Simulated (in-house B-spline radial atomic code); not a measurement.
# Neutral arsenic: [Ar] 3d10 4s2 4p2 8s1 (an excited or competing configuration)

Method: Dirac-Hartree-Fock, average of configuration, Fermi nucleus of rms radius 4.0968 fm. Calculated with a B-spline radial code for spherical atoms.

Screening seen three ways: the hydrogenic charge with the same mean radius, Z_r = [3n² - l(l+1)]/(2<r>), the one with the same energy, Z_e = n√(-2ε), and Slater's rules. Values are occupation-weighted means over j.

| shell | electrons | ε (eV) | <r> (bohr) | Z_r | Z_e | Slater |
| --- | --- | --- | --- | --- | --- | --- |
| 1s | 2 | -11961 | 0.04548 | 32.98 | 29.65 | 32.70 |
| 2s | 2 | -1582.1 | 0.2018 | 29.74 | 21.57 | 28.85 |
| 2p | 6 | -1383.6 | 0.1771 | 28.24 | 20.17 | 28.85 |
| 3s | 2 | -234.52 | 0.5955 | 22.67 | 12.46 | 21.75 |
| 3p | 6 | -170.74 | 0.6159 | 20.30 | 10.63 | 21.75 |
| 3d | 10 | -65.492 | 0.6692 | 15.69 | 6.58 | 11.85 |
| 4s | 2 | -26.988 | 1.919 | 12.50 | 5.63 | 6.65 |
| 4p | 2 | -16.765 | 2.332 | 9.86 | 4.44 | 6.65 |
| 8s | 1 | -0.52003 | 39.35 | 2.44 | 1.56 | 1.00 |

The least bound orbital is 8s1/2 at -0.52 eV, and it is also the most diffuse (<r> = 39.35 bohr).

Spin-orbit splittings of the orbital energies (j = l + 1/2 above j = l - 1/2 when positive): 2p 36.95 eV, 3p 5.331 eV, 3d 0.8008 eV, 4p 0.3216 eV.

For the 1s electron the small component carries 1.43 % of the norm, the zero-frequency Breit interaction raises the level by 17.86 eV, self-energy by 9.312 eV, and vacuum polarisation lowers it by 0.9154 eV.
